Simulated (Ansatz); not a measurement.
`[NH2][In]([Br])[Br]` + `SS` → `S[S][In]([Br])[Br]` + NH₃ at 298.15 K and 1 bar (ligand exchange at the In–N bond).

Gas-phase electronic energies from Ansatz, PBE0-D4/def2-TZVP geometries. CBS: MP2 limit from def2 TZ/QZ plus the TZ coupled-cluster correction, frozen cores. This one scheme is used for every species. Elements past krypton have def2 core potentials. For Br, In outer-core shells are correlated without core-valence functions, which leaves a few kJ/mol of doubt a bond. Scalar relativity is left out up to krypton. Each species was taken in one conformer, which may not be the lowest.

```
              species  CCSD(T)/CBS energy (Eh)  H − E (kJ/mol)  S (J/(mol·K))
`[NH2][In]([Br])[Br]`              -5392.48319            90.9          379.9
                 `SS`               -796.74576            60.1          251.3
 `S[S][In]([Br])[Br]`              -6132.74773            59.1          435.5
                  NH₃                -56.50880           100.5          192.4
```

H − E and S are ideal-gas, rigid-rotor, harmonic terms from PBE0-D4/def2-TZVP, for one conformer and one mirror image of each species. 1 Eh = 2625.50 kJ/mol, R = 8.31446 J/(mol·K).

Q: By hand: ΔE, ΔH, ΔS and ΔG.

A: ΔE = (-6132.74773) + (-56.50880) − (-5392.48319) − (-796.74576) = -0.02758 Eh = -72.4 kJ/mol. Δ(H − E) = 59.1 + 100.5 − 90.9 − 60.1 = 8.6, so ΔH = -63.8 kJ/mol. ΔS = 435.5 + 192.4 − 379.9 − 251.3 = -3.3 J/(mol·K). ΔG = -63.8 − 298.15 × (-3.3)/1000 = -62.8 kJ/mol.

Q: By hand: the equilibrium constant, and the temperature at which ΔG would vanish if ΔH and ΔS stayed fixed.

A: log₁₀ K = −ΔG/(RT ln 10) = 11.0. ΔG = 0 at ΔH/ΔS = 19333 K, far beyond where these terms or the molecules hold.

The number of gas molecules stays the same, so ΔS is small and ΔH decides. A doubt of 5 kJ/mol in ΔE shifts log₁₀ K by 0.9 here. Other conformers and mirror images would add mixing entropy, several J/(mol·K) or more a flexible species. Modes under 60 cm⁻¹, often nearly free rotors, make the harmonic entropy too high. These are equilibria of isolated gas molecules and say nothing of rates. Largest T1 diagnostic: 0.012 (customary marks: 0.02 for closed shells, 0.045 for open ones).
